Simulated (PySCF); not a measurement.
**Ionisation energy of Se²⁸⁺ by level of theory**

Se²⁸⁺ [He] 2s2 2p2 (3P) → Se²⁹⁺ [He] 2s2 2p1 (2P), as a difference of total energies. Calculation: PySCF 2.14, in an even-tempered Gaussian basis (17 s from 8.1 bohr⁻², ratio 2.2; 10 p from 11 bohr⁻², ratio 2.2; 6 d from 43 bohr⁻², ratio 2.4; 5 f from 64 bohr⁻², ratio 2.4; 4 g from 97 bohr⁻², ratio 2.4); the non-relativistic Hamiltonian (point nucleus). Correlated levels: nothing frozen; virtual orbitals above 40 to 60 times the deepest correlated orbital energy dropped. The calculations carry no spin-orbit coupling.

```csv
method,ionisation energy (eV)
UHF,3111.2
LDA,3108.9
PBE,3110.5
PBE0,3110.9
r2SCAN,3113.0
PW91,3111.4
TPSSh,3110.6
MP2 (all electrons),3110.6
SCS-MP2 (all electrons),3110.1
```

Spin-orbit coupling is strong in these open shells (close to jj coupling). The scalar numbers leave it out and a first-order estimate fails, so it can dominate the gap to the real levels.

The gap to the reference is mostly relativistic.

For comparison: 3146 ± 3 eV (semi-empirical (NIST evaluation); NIST Atomic Spectra Database, ionization energies).
